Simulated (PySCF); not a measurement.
**Radial density of Tb+ (terbium, charge +1)**

r2SCAN0, [Xe] 4f9 6p1, one real determinant (an excited configuration). All numbers are calculated (PySCF 2.14, the spin-free X2C one-electron Hamiltonian (Gaussian nucleus), in cc-pVDZ-X2C).

```csv
r (bohr),4πr²ρ (e/bohr),4πr²(ρα − ρβ)
0.0180,85.30,0.0042
0.0302,76.49,0.0102
0.0509,105.4,0.0173
0.0856,104.7,0.0165
0.144,91.74,0.2334
0.242,82.05,1.5582
0.407,45.99,5.0338
0.685,38.15,5.6218
1.15,12.93,2.4884
1.94,4.108,0.2707
3.26,0.4299,0.2147
5.48,0.1881,0.1847
9.22,0.01700,0.0170
```

Densities and radii are taken from the X2C orbitals without a picture-change correction, which distorts them close to the nucleus.

⟨L²⟩ = 26.02 against 42 for a pure I term, so this real determinant mixes terms. Spin-orbit coupling, absent here, splits the open shell strongly.
